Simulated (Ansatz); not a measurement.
Relaxation of BrClFH5HfN2 (11 atoms, charge 0, multiplicity 1), to a largest force component of 0.03 eV/Å in at most 50 steps.

Theory: Ansatz 0.2.0, RKS PBE/def2-SVP.

```xyz
11
Properties=species:S:1:pos:R:3:forces:R:3
Hf 0.150 -0.048 0.000 0.04 0.17 0.57
Cl 0.259 0.096 2.491 -0.20 -0.08 -0.72
N 2.030 0.093 -0.728 0.02 -0.04 -0.01
H 2.490 -0.577 -1.360 -0.05 0.08 0.04
H 2.705 0.833 -0.492 -0.03 -0.06 0.01
N -0.784 1.611 -0.699 0.05 -0.01 -0.03
H -1.803 1.732 -0.617 0.02 0.01 0.00
H -0.393 2.413 -1.209 -0.04 -0.07 0.05
F -0.607 -1.642 -0.771 0.00 0.00 0.08
Br -3.484 0.043 1.411 0.97 0.05 0.73
H -2.302 0.120 2.348 -0.78 -0.05 -0.72
```

Problem. Where does it end, and by what steps?

Solution. It converged. After 6 steps the energy has fallen by 0.090 eV; H11 moved furthest, 0.19 Å.

```json
{"step": "0", "energy less start (eV)": "0.0000", "largest force component (eV/Å)": "0.968", "accepted": "yes"}
{"step": "1", "energy less start (eV)": "-0.0641", "largest force component (eV/Å)": "0.598", "accepted": "yes"}
{"step": "2", "energy less start (eV)": "-0.0866", "largest force component (eV/Å)": "0.091", "accepted": "yes"}
{"step": "3", "energy less start (eV)": "-0.0876", "largest force component (eV/Å)": "0.152", "accepted": "yes"}
{"step": "4", "energy less start (eV)": "-0.0893", "largest force component (eV/Å)": "0.109", "accepted": "yes"}
{"step": "5", "energy less start (eV)": "-0.0897", "largest force component (eV/Å)": "0.084", "accepted": "yes"}
{"step": "6", "energy less start (eV)": "-0.0902", "largest force component (eV/Å)": "0.009", "accepted": "yes"}
```

```xyz
11
Properties=species:S:1:pos:R:3
Hf 0.097 -0.025 -0.004
Cl 0.170 0.090 2.427
N 1.999 0.093 -0.675
H 2.438 -0.523 -1.369
H 2.707 0.754 -0.333
N -0.811 1.632 -0.742
H -1.826 1.777 -0.659
H -0.408 2.411 -1.272
F -0.650 -1.636 -0.748
Br -3.331 0.003 1.468
H -2.124 0.097 2.281
```

Whether the end is a true minimum wasn't checked by a vibrational analysis.

Run time: 22 s on 4 threads of Arm Neoverse V1, with other jobs on the host, peak memory 0.24 GiB.
